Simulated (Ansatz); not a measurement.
Start from `CC1=CC(C(F)(F)F)=[O+][Ti-]([Cl])([Cl])([Cl])[O]1` and change one atom or group to get `CC1=CC(C(F)(F)F)=[O+][Ti-]([OH])([OH])([Cl])[O]1`.

Ansatz, PBE0-D4/def2-TZVP geometries, multiplicity 1. Each molecule was computed in one conformer, which needn't be the lowest.

Scalar relativity is left out up to krypton.

```
                             property  `CC1=CC(C(F)(F)F)=[O+][Ti-]([Cl])([Cl])([Cl])[O]1`
HOMO–LUMO gap (B3LYP/def2-TZVPP) / eV                                                4.39
  LUMO energy (B3LYP/def2-TZVPP) / eV                                               -3.71
    HOMO energy (PBE/def2-TZVPP) / eV                                               -7.12
LUMO energy (ωB97M-V/def2-TZVPP) / eV                                               -1.48
   HOMO energy (PBE0/def2-TZVPP) / eV                                               -8.33
    LUMO energy (PBE/def2-TZVPP) / eV                                               -4.25
```

Problem. Give the same properties after the change, and the shifts. (Best estimate.)

Solution. The calculation gave: 
| property | `CC1=CC(C(F)(F)F)=[O+][Ti-]([OH])([OH])([Cl])[O]1` | shift |
| --- | --- | --- |
| HOMO–LUMO gap (B3LYP/def2-TZVPP) / eV | 4.89 | 0.50 |
| LUMO energy (B3LYP/def2-TZVPP) / eV | -2.94 | 0.77 |
| HOMO energy (PBE/def2-TZVPP) / eV | -6.84 | 0.28 |
| LUMO energy (ωB97M-V/def2-TZVPP) / eV | -0.65 | 0.83 |
| HOMO energy (PBE0/def2-TZVPP) / eV | -8.03 | 0.30 |
| LUMO energy (PBE/def2-TZVPP) / eV | -3.52 | 0.73 |

With PBE0 the HOMO rises by 0.30 eV and the LUMO rises by 0.79 eV, so the gap widens by about 0.49 eV. PBE moves the HOMO by 0.28 eV and ωB97M-V by 0.29 eV.

B3LYP here is the variant with VWN-RPA as its local correlation; programs differ in this.
